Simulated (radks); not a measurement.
Task: The mean radii <r> (bohr) of the occupied orbitals of an atom or ion are listed with their occupations. All-electron calculation, non-relativistic Kohn-Sham, MS2 meta-GGA, spin-polarised, spherical densities, point nucleus; meta-GGA in the generalised Kohn-Sham scheme. Program: a radial shooting solver on a logarithmic mesh with Libxc functionals.

| orbital | occ. | <r> |
|---|---|---|
| 1s | 2 | 0.2674 |

Name the element and its charge. Open shells, if any, are filled with parallel spins first.

Result: Z = 6, carbon, charge +4: C4+ in [He]. The 1s radius gives Z: for a bare nucleus <r> = 1.5/Z, 0.25 bohr for Z = 6, and screening makes it slightly larger (0.2674 here). The occupations add up to 2, and the charge is Z minus that.
